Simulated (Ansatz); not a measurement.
Geometry optimisation, Ansatz 0.2.0, UKS r2SCAN-D4/def2-SVP.

The input (input.yaml):

```yaml
crystal:
  periodic: [false, false, false]
  atoms:
    - { symbol: O, position_ang: [-0.9954, -0.3668, -0.7064] }
    - { symbol: Ge, position_ang: [0.1763, 0.001, 0.5441] }
    - { symbol: Cl, position_ang: [1.6897, -1.5119, 0.4488] }
    - { symbol: H, position_ang: [-1.6362, 0.4132, -0.614] }
    - { symbol: H, position_ang: [0.8154, 1.3908, 0.2861] }
magnetization:
  spin_polarized: true
  initial_magnetization: 1
basis:
  gaussian: { orbitals: def2-SVP }
hamiltonian:
  xc: r2scan
  dispersion: d4
relax:
  f_tol: 0.015
  max_steps: 40
```

Command:

```bash
$ ansatz run input.yaml --threads 2 --pin off --max-ram 3072MiB --backend cpu --events-out ev --progress --plain --runs-dir out
```

Where does it end, and by what steps?

The forces met the threshold. After 5 steps the energy has fallen by 0.131 eV; H4 moved furthest, 0.14 Å.

```json
{"step": "0", "energy less start (eV)": "0.0000", "largest force component (eV/Å)": "1.720", "accepted": "yes"}
{"step": "1", "energy less start (eV)": "-0.0964", "largest force component (eV/Å)": "0.877", "accepted": "yes"}
{"step": "2", "energy less start (eV)": "-0.1223", "largest force component (eV/Å)": "0.381", "accepted": "yes"}
{"step": "3", "energy less start (eV)": "-0.1280", "largest force component (eV/Å)": "0.268", "accepted": "yes"}
{"step": "4", "energy less start (eV)": "-0.1313", "largest force component (eV/Å)": "0.029", "accepted": "yes"}
{"step": "5", "energy less start (eV)": "-0.1314", "largest force component (eV/Å)": "0.006", "accepted": "yes"}
```

```xyz
5
Properties=species:S:1:pos:R:3
O -1.005 -0.344 -0.644
Ge 0.181 0.039 0.635
Cl 1.673 -1.514 0.390
H -1.684 0.342 -0.727
H 0.885 1.403 0.305
```

Run time: 28 s on 2 threads of Arm Neoverse V1, on a shared host, peak memory 0.18 GiB.
